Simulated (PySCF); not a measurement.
Structure elucidation problem

The spectra below were simulated for a compound C$_{6}$H$_{12}$N$_{2}$.

$^{1}$H NMR (600 MHz, computed): δ 6.40 (q, 1H), 6.14 (m, 1H), 5.31 (m, 1H), 5.31 (m, 1H), 3.56 (d, 2H), 2.95 (s, 3H), 1.61 (d, 3H).

$^{13}$C{$^{1}$H} NMR (computed): δ 139.7 (CH), 137.5 (CH), 120.7 (CH2), 58.6 (CH2), 48.2 (CH3), 20.0 (CH3).

Single conformer, equivalent nuclei averaged, relativity neglected, no solvent model. σ from GIAO-B97-2/pcSseg-1; coordinates at the PBE0-D3(BJ)/def2-SVP level; PySCF 2.14.

Scale: $^{1}$H (σref 31.38), $^{13}$C (σref 183.69) against TMS (reference shieldings calculated alike).

Task: Deduce the structure.

Result: 
1. Rings plus π bonds: 2 (no ring in the answer).
2. 6 carbon signals for 6 carbons: no two carbons are equivalent.
3. Carbon types of the structure: 2 × CH, 2 × CH2, 2 × CH3, which accounts for all hydrogens.
4. δC 139.7: alkene CH; the olefinic region.
5. δC 137.5: C=N carbon.
6. δC 120.7: terminal =CH2 carbon; as expected for a trigonal carbon in a double bond.
7. δC 58.6: allylic sp3 CH2 bonded to N; pulled downfield by the heteroatom.
8. δC 20.0: methyl carbon; aliphatic region, no heteroatom directly attached.
9. δH 3.56: hydrogen on an allylic sp3 CH2 bonded to N; its carbon carries N, which withdraws density.
10. δH 2.95: hydrogen on a methyl carbon bonded to N; its carbon carries N, which withdraws density.

Structure: SMILES C(=C)CN(C)/N=C\C.

This is the structure that produced the data.

Shifts are as computed. Against solution values, carbons near 30 ppm lie about +1 ppm off and those near 130 ppm about +2 ppm. Of 1211 compounds with measured shifts, 218 miss one by over three times the rms of a fit or turn the order of signals round; such compounds aren't used in these exercises. Multiplicities follow the n + 1 count of equivalent neighbours, as no J values were calculated; m marks all less simple cases, F and P coupling included.
